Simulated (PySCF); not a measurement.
C₂H₂O, SMILES O1C=C1.

The structure is a stationary point at PBE0-D3(BJ)/def2-TZVP.

Two levels are set side by side: PBE/def2-TZVPD (PySCF) and B3LYP/def2-TZVPD (PySCF). Same geometry, gas phase. Differences are taken from unrounded values.

```json
[
 {"quantity": "orbital gap (eV)", "B3LYP": "4.91", "PBE": "2.87", "PBE minus B3LYP": "-2.04"},
 {"quantity": "highest occupied level (eV)", "B3LYP": "-5.70", "PBE": "-4.43", "PBE minus B3LYP": "1.27"},
 {"quantity": "lowest empty level (eV)", "B3LYP": "-0.78", "PBE": "-1.56", "PBE minus B3LYP": "-0.77"},
 {"quantity": "dipole moment (D)", "B3LYP": "2.33", "PBE": "2.19", "PBE minus B3LYP": "-0.14"},
 {"quantity": "mean polarisability (bohr³)", "B3LYP": "27.2", "PBE": "27.7", "PBE minus B3LYP": "0.5"}
]
```

PBE's occupied levels lie high since its potential decays too fast outside the molecule; exact exchange lowers them and widens the gap. Differences between two approximate levels are no errors against the true value.

Rough cost on one machine, each run with all the roots and properties that it gave: B3LYP against PBE within a factor of 2.
